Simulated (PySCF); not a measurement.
Sb(H)(OMe)2 (C2H7O2Sb), SMILES C[O][SbH][O]C. Atoms are numbered in the order given.

```xyz
12

Sb    -0.4545    -0.0386     0.5395
H     -1.6442    -0.9195    -0.3963
O     -0.2183     1.1903    -1.0588
C      0.7354     2.2301    -0.9480
H      1.7858     1.8584    -1.0066
H      0.5811     2.9310    -1.7969
H      0.6440     2.8262    -0.0068
O      1.0646    -1.3124     0.1593
C      1.1672    -1.8497    -1.1483
H      1.1405    -1.0643    -1.9378
H      2.1368    -2.3877    -1.2255
H      0.3507    -2.5787    -1.3730
```

Geometry optimised at PBE-D3(BJ)/def2-SVP. The structure was generated by enumeration; whether it is a known compound was not checked. The def2 effective core potentials stand for the cores of Sb; spin–orbit coupling is left out. Other conformers were not sampled.

All values below come from PBE0/def2-TZVP in PySCF.

Atomic charges (e):

| atom | Mulliken | Löwdin |
|---|---|---|
| Sb1 | ___ | 0.62 |
| H2 | ___ | -0.04 |
| O3 | -0.50 | -0.17 |
| C4 | -0.21 | -0.44 |
| H5 | ___ | 0.10 |
| H6 | ___ | 0.11 |
| H7 | ___ | 0.10 |
| O8 | -0.51 | -0.18 |
| C9 | -0.21 | -0.42 |
| H10 | ___ | 0.10 |
| H11 | ___ | 0.11 |
| H12 | ___ | 0.10 |

Q: What belongs in the gaps? (The exact figures need the calculation; the answer reports its results.)

A: 
- Sb1, Mulliken: 0.73
- H2, Mulliken: -0.04
- H5, Mulliken: 0.12
- H6, Mulliken: 0.13
- H7, Mulliken: 0.11
- H10, Mulliken: 0.13
- H11, Mulliken: 0.13
- H12, Mulliken: 0.11
